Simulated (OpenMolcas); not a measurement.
**Ta3+: effect of the IPEA shift**

```yaml
Program: OpenMolcas
Basis: ANO-RCC-VTZP [8s7p5d3f2g1h]
Scalar_Hamiltonian: DKH2, point nucleus
Active_space: 2 electrons in 9 orbitals (RAS2 5d 6s; RAS3 6p, at most 2 electrons)
State_averaging: 2S+1 = 3 even, 15 roots; 2S+1 = 1 even, 21 roots kept (CI in the orbitals of an earlier block); 2S+1 = 3 odd, 18 roots; 2S+1 = 1 odd, 18 roots kept (CI in the orbitals of an earlier block)
Spin-orbit_coupling: RASSI with atomic mean-field integrals over the reference wave functions, term energies averaged over their components
```

Methods on the same reference wave functions:
A. RASSCF
B. MS-RASPT2, IPEA 0 Eh, imaginary shift 0.1 Eh (closed shells correlated: 5s 5p)
C. MS-RASPT2, IPEA 0.25 Eh, imaginary shift 0.1 Eh (closed shells correlated: 5s 5p)

Energies in cm⁻¹ above 5d² ³F₂.

| Level | A | B | C |
| --- | --- | --- | --- |
| 5d² ³F₂ | 0.0 | 0.0 | 0.0 |
| 5d² ³F₃ | 4641 | 4770 | 4780 |
| 5d² ³F₄ | 8932 | 8980 | 8980 |
| 5d² ¹D₂ [68 %] | 12106 | 10970 | 10920 |
| 5d² ³P₀ | 13057 | 11630 | 11830 |
| 5d² ³P₁ | 15507 | 14270 | 14490 |
| 5d² ³P₂ | 19666 | 18450 | 18580 |
| 5d² ¹G₄ | 21151 | 19630 | 19460 |
| 5d 6s ³D₁ | 30846 | 29360 | 29100 |
| 5d 6s ³D₂ | 32624 | 31060 | 30800 |
| 5d 6s ³D₃ | 36818 | 35330 | 35070 |
| 5d² ¹S₀ | 41135 | 36070 | 36000 |
| 5d 6s ¹D₂ | 45334 | 42630 | 42280 |
| 6s² ¹S₀ | 74333 | 72020 | 71540 |
| 5d 6p ³F°₂ [64 %] | 79928 | 81110 | 80960 |
| 5d 6p ³D°₁ | 83167 | 83840 | 83830 |
| 5d 6p ³F°₃ | 87635 | 88720 | 88570 |
| 5d 6p ³D°₂ | 88299 | 89210 | 89210 |
| 5d 6p ³D°₃ [67 %] | 92122 | 92560 | 92510 |
| 5d 6p ³P°₁ [65 %] | 92493 | 92970 | 92930 |
| 5d 6p ³P°₀ | 93439 | 93980 | 93960 |
| 5d 6p ³F°₄ | 94965 | 96100 | 95940 |
| 5d 6p ³P°₂ | 97254 | 97910 | 97870 |
| 5d 6p ¹P°₁ [67 %] | 101122 | 101160 | 101040 |

Between B and C the level of the table that moves most is 6s² ¹S₀, by 480 cm-1 (lowest in C, highest in B). Moves below CASPT2's spread within the term are not significant.

From A to B the spin-free energies of the other terms of 5d² shown, above ³F, scale by factors of 0.80 to 0.88, as is usual when dynamic correlation screens the repulsion within a d or f shell.

The lowest spin-free term lies below A's lowest term by 0.222 hartree in B, 0.218 hartree in C.

CASPT2 does not keep the components of a term degenerate, so their means are used; among the terms shown or strongly mixed into the levels shown the widest spread is 710 cm-1 (5d² ¹G, B). Terms from blocks run as CI alone lack orbitals of their own. A single d shell beside an s shell can misplace configurations of different d count against each other. The CASPT2 spread within a term exceeds the gap to the next term for 5d 6p ³D° and 5d 6p ³F°, so the order of their levels is uncertain, and so are names and mixing where such terms share a J (figures for B; the like holds for C). Without dynamic correlation excited terms often stand tens of per cent too high (terms of higher spin than the ground term too low), and those without a measured partner can miss by more than the paired ones (holds for A). Only configurations of the active space appear. Levels that lie high or do not pair safely by name in every column are left out.

A share in square brackets marks a mixed level and gives the weight of the term that names it, the lowest over the columns. ° marks odd parity.
